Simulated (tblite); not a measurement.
C₄H₇NS₂Si.
Atom-mapped SMILES: `[N:1]#[C:2][C@@H:3]1[S:4][C@@H:5]1[CH2:6][S:7][SiH3:8]` (hydrogens: H9 on C3; H10 on C5; H11, H12 on C6; H13, H14, H15 on Si8)

Cartesian coordinates in Å at the GFN2-xTB level; atoms count from 1:
```xyz
15
C4H7NS2Si angstrom
N     -0.9383    0.5371    2.5430
C     -1.4409    0.5460    1.5148
C     -2.0467    0.5324    0.2308
S     -2.7466   -1.0606   -0.3073
C     -1.3265   -0.1180   -0.9053
C      0.0371   -0.6991   -0.6872
S      1.2757    0.6585   -0.7842
Si     2.5549    0.1859    0.8852
H     -2.6714    1.3966    0.0243
H     -1.4654    0.3350   -1.8818
H      0.2779   -1.4194   -1.4691
H      0.1064   -1.1772    0.2890
H      3.0210   -1.1797    0.6643
H      3.6072    1.1748    0.7490
H      1.7513    0.2956    2.0910
```

All values are computed: GFN2-xTB (tblite) harmonic vibrations without scaling, gas phase. Errors from tens to a few hundred cm⁻¹ against measured bands are possible. Modes of hydrogen on silicon can be 10 to 20 % off. One conformer, not necessarily the lowest.

Harmonic wavenumbers (cm⁻¹): 32.4, 57.9, 89.0, 100.8, 145.8, 173.0, 194.4, 274.5, 362.7, 481.1, 498.2, 543.1, 561.9, 582.8, 673.6, 706.0, 722.1, 735.9, 768.5, 779.6, 866.2, 895.6, 951.5, 988.7, 1057.1, 1122.0, 1174.9, 1217.6, 1272.5, 1324.9, 1438.7, 2296.3, 2359.6, 2383.5, 2389.7, 2984.6, 2994.4, 3007.4, 3026.3.

A = 2103, B = 743.9, C = 615.7 MHz; mass 160.979 u (most abundant isotopes); point group C1, symmetry number 1.

Q: What is the zero-point energy?

A: Half the sum of the wavenumbers: 21117 cm⁻¹ = 60.38 kcal/mol.

Q: Give the ideal-gas entropy at 200 K and 1 bar in the rigid-rotor, harmonic-oscillator model (classical rotation).

A: Translation 39.18, rotation 29.00, vibration 22.42: S = 90.6 cal/(mol K).

Q: And Cp and H(200 K) − H(0)?

A: Cp = 29.30 cal/(mol K), of which vibrations give 21.35 (their classical limit is 39 R = 77.5); H(200 K) − H(0) = 3.89 kcal/mol without the zero-point energy, 2.30 from vibrations.

Q: How do the functions run with temperature in this model?

A: 
| T (K) | S (cal/(mol K)) | Cp (cal/(mol K)) | H − H(0) (kcal/mol) | G − H(0) (kcal/mol) | ln q(vib) |
| --- | --- | --- | --- | --- | --- |
| 150 | 82.9 | 24.6 | 2.55 | -9.89 | 4.01 |
| 250 | 97.7 | 34.1 | 5.48 | -18.94 | 6.92 |
| 298.15 | 104.0 | 38.5 | 7.23 | -23.79 | 8.25 |
| 400 | 116.5 | 46.4 | 11.57 | -35.04 | 11.00 |
| 600 | 137.5 | 57.1 | 22.01 | -60.51 | 16.05 |
| 900 | 162.7 | 66.8 | 40.73 | -105.71 | 22.78 |

q(vib) and H(0) count from the zero-point level.

Q: Which modes carry the vibrational entropy at 200 K?

A: 32.4 cm⁻¹: 4.89; 57.9 cm⁻¹: 3.74; 89.0 cm⁻¹: 2.91; 100.8 cm⁻¹: 2.67; 145.8 cm⁻¹: 1.98; 173.0 cm⁻¹: 1.68 cal/(mol K); the other 33 give 4.56 together.

Hindered rotation and anharmonicity are outside this model. Other conformers, if any are populated, would add a mixing term that is left out. The structure is chiral; the term R ln 2 for an equal mix with its mirror image is left out.
